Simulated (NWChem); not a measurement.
[SiH3][O][Cd][SH] (CdSiH4SO), optimised at PBE0/def2-SVP with NWChem:

- highest occupied level (eV): -7.42
- orbital gap (eV): 5.81
- dipole (D): 1.48

All stand in one matching conformer (torsions within 35°), which need not be the lowest. For one or both, no frequency run checked for a minimum. def2 effective core potentials on Cd; no spin-orbit coupling.

Q: One Cd atom is replaced by Mg, giving [SH][Mg][O][SiH3] (MgSiH₄SO), optimised at the same level. How do these values move?

A: 
| quantity | new value | change |
|---|---|---|
| highest occupied level (eV) | -7.24 | +0.18 |
| orbital gap (eV) | 5.76 | -0.05 |
| dipole (D) | 0.92 | -0.56 |
